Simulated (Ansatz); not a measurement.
Gas-phase electronic energies from Ansatz, PBE0-D4/def2-TZVP geometries. CCSD(T)/CBS adds triple-zeta CCSD(T) − MP2 to the extrapolated MP2 energy (def2 sets, frozen cores). This one scheme is used for every species. Functionals use def2-TZVPP. def2 core potentials past Kr. For In, Zn outer-core shells are correlated without core-valence functions, which leaves a few kJ/mol of doubt a bond. Scalar relativity is left out up to krypton. Each species was taken in one conformer, which may not be the lowest.

`[OH][InH][ZnH]` + `N[SiH3]` → `[OH][InH][NH][SiH3]` + `[ZnH2]`  (cleavage of the In–Zn bond)

`[OH][InH][ZnH]`:

Cartesian coordinates in Å:
```
O -0.470 1.748 -0.497
In 0.489 0.235 0.409
Zn -0.510 -2.034 -0.332
H -0.131 2.611 -0.250
H 1.737 0.840 1.454
H -1.116 -3.401 -0.783
```

`N[SiH3]`:

```xyz
7

N    -0.905    0.473   -0.308
Si    0.610   -0.200    0.151
H    -1.546    0.788    0.403
H    -1.406    0.085   -1.090
H     1.241    0.722    1.130
H     0.559   -1.553    0.784
H     1.447   -0.315   -1.070
```

`[OH][InH][NH][SiH3]`:

```xyz
10

O     2.589   -0.544   -1.709
In    1.288   -0.932   -0.261
N    -0.209    0.433   -0.207
Si   -1.541    0.483    0.874
H     2.374    0.237   -2.222
H     1.492   -2.267    0.755
H    -0.155    1.163   -0.903
H    -1.393   -0.680    1.793
H    -1.585    1.730    1.693
H    -2.860    0.377    0.186
```

`[ZnH2]`:

Cartesian coordinates in Å:
```
Zn 0.000 0.000 0.000
H -1.081 -0.006 -1.103
H 1.081 0.006 1.103
```

**Question.** Is it downhill or uphill in electronic energy at CCSD(T)/CBS, and by how much? (Estimate.)

**Answer.** The calculation gave: Uphill: ΔE = +41.8 kJ/mol.

**Question.** What do these levels give: LDA (SPW92), revPBE-D4, B2PLYP, CAM-B3LYP, RPA@PBE/def2-TZVPP, HF/CBS(def2)? (Best estimate.)

**Answer.** Computed: LDA (SPW92) 49.9, revPBE-D4 48.4, B2PLYP 47.6, CAM-B3LYP 48.7, RPA@PBE/def2-TZVPP 31.4, HF/CBS(def2) 53.9 kJ/mol.

**Question.** What do rigid-rotor, harmonic-oscillator terms from PBE0-D4/def2-TZVP frequencies (298.15 K, 1 bar) make of the CCSD(T)/CBS value? (An estimate is asked.)

**Answer.** Ansatz gave: ΔZPE = -11.2 kJ/mol, ΔH = +31.5 kJ/mol, ΔS = -27 J/(mol·K), ΔG = +39.5 kJ/mol.

Largest T1 diagnostic among the species: 0.017.

From r2SCAN to r2SCAN0 (25 % exact exchange), in def2-TZVPP and without D4, ΔE moves by +4.8 kJ/mol. In def2-TZVPP, CCSD(T) changes the Hartree–Fock value by −18.5 kJ/mol (the triples alone add −3.9 kJ/mol) and MP2 by −20.4 kJ/mol.
